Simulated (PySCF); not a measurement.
# Stretching InBi

Set-up: basis In cc-pVDZ-PP with ECP28, Bi cc-pVDZ-PP with ECP60; scalar-relativistic core potentials; PySCF 2.14. Energies in eV from In + Bi in their ground configurations at the same level. All curves are PBE0. state 1: ³Σ⁻ (triplet), unpaired electrons π ↑↑; state 2: Ms = 0 determinant of mixed spin (⟨S²⟩ near 1.0), unpaired electrons π ↑↓, a mixture of terms (⟨Lz²⟩ = 2.0), a second solution, started from another occupation; state 3: ³Π (triplet), unpaired electrons σ ↑, π ↑, a second solution, started from another occupation; state 4: Ms = 0 determinant of mixed spin (⟨S²⟩ near 1.0), unpaired electrons σ ↓, π ↑, a second solution, started from another occupation.

```tsv
R (Å)	state 1	state 2	state 3	state 4
2.611	-0.980	-0.694	-1.130	-0.943
2.732	-1.317	-1.030	-1.254	-1.054
2.854	-1.497	-1.207	-1.260	-1.048
2.945	-1.559	-1.265	-1.216	-0.995
3.036	-1.574	-1.277	-1.144	-0.915
3.127	-1.554	-1.254	-1.056	-0.818
3.248	-1.489	-1.183	-0.923	-0.674
3.400	-1.366	-1.051	-0.753	-0.484
3.583	-1.186	-0.856	-0.569	-0.262
3.825	-0.934	-0.572	-0.377	0.000
```

Problem. Put a parabola through the three lowest points of the state 1 curve and estimate Re, k and ωe (reduced mass 74.14 u; 1 eV/Å² = 0.16022 mdyn/Å; ωe = 1302.8·√(k/μ) cm⁻¹).

Solution. Through R = 2.945, 3.036, 3.127 Å the second-order coefficient is 2.11 eV/Å², so Re ≈ 3.030 Å, k ≈ 0.677 mdyn/Å and ωe ≈ 125 cm⁻¹. A polynomial fit of higher order to the unrounded PBE0 energies gives Re = 3.026 Å, k = 0.689 mdyn/Å, ωe = 126 cm⁻¹; anharmonicity and rounding make the difference.

The higher-order fit for each curve: state 1: Re = 3.026 Å, ωe = 126 cm⁻¹, De = 1.57 eV; state 2: Re = 3.017 Å, ωe = 128 cm⁻¹, minimum 1.28 eV below the ground-state fragments; state 3: Re = 2.800 Å, ωe = 148 cm⁻¹, minimum 1.27 eV below the ground-state fragments; state 4: Re = 2.783 Å, ωe = 153 cm⁻¹, minimum 1.06 eV below the ground-state fragments.

Closed-shell solutions of metal pairs were not tested for spin polarisation, which can lower them a little. ⟨S²⟩ of the unrestricted solution departs from its pure value on part of the curve, where spin states mix. Spin–orbit coupling is left out, which matters for elements this heavy, above all for dissociation energies. The state was picked by a PBE0 search and need not be the measured ground state.
